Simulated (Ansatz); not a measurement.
`[OH][Zr]([F])([F])[SH]` and `[OH][Ti]([F])([F])[SH]` differ in one element.

Ansatz, PBE0-D4/def2-TZVP geometries, multiplicity 1. Each molecule was computed in one conformer, which needn't be the lowest.

Elements past krypton have def2 core potentials. Scalar relativity is left out up to krypton.

| property | `[OH][Zr]([F])([F])[SH]` |
| --- | --- |
| HOMO energy (PBE/def2-TZVPP) / eV | -6.53 |
| HOMO–LUMO gap (ωB97M-V/def2-TZVPP) / eV | 10.27 |
| HOMO energy (ωB97M-V/def2-TZVPP) / eV | -9.92 |
| LUMO energy (B3LYP/def2-TZVPP) / eV | -1.57 |
| LUMO energy (ωB97M-V/def2-TZVPP) / eV | 0.35 |
| HOMO energy (PBE0/def2-TZVPP) / eV | -7.76 |

**Question.** Give the same properties after the change, and the shifts. (Estimate.)

**Answer.** Ansatz gave: 
| property | `[OH][Ti]([F])([F])[SH]` | shift |
| --- | --- | --- |
| HOMO energy (PBE/def2-TZVPP) / eV | -6.71 | -0.18 |
| HOMO–LUMO gap (ωB97M-V/def2-TZVPP) / eV | 9.84 | -0.43 |
| HOMO energy (ωB97M-V/def2-TZVPP) / eV | -10.11 | -0.19 |
| LUMO energy (B3LYP/def2-TZVPP) / eV | -2.81 | -1.24 |
| LUMO energy (ωB97M-V/def2-TZVPP) / eV | -0.27 | -0.62 |
| HOMO energy (PBE0/def2-TZVPP) / eV | -7.96 | -0.20 |

With PBE0 the HOMO falls by 0.20 eV and the LUMO falls by 1.21 eV, so the gap narrows by about 1.01 eV. PBE moves the HOMO by -0.18 eV and ωB97M-V by -0.19 eV.

B3LYP here is the variant with VWN-RPA as its local correlation; programs differ in this.
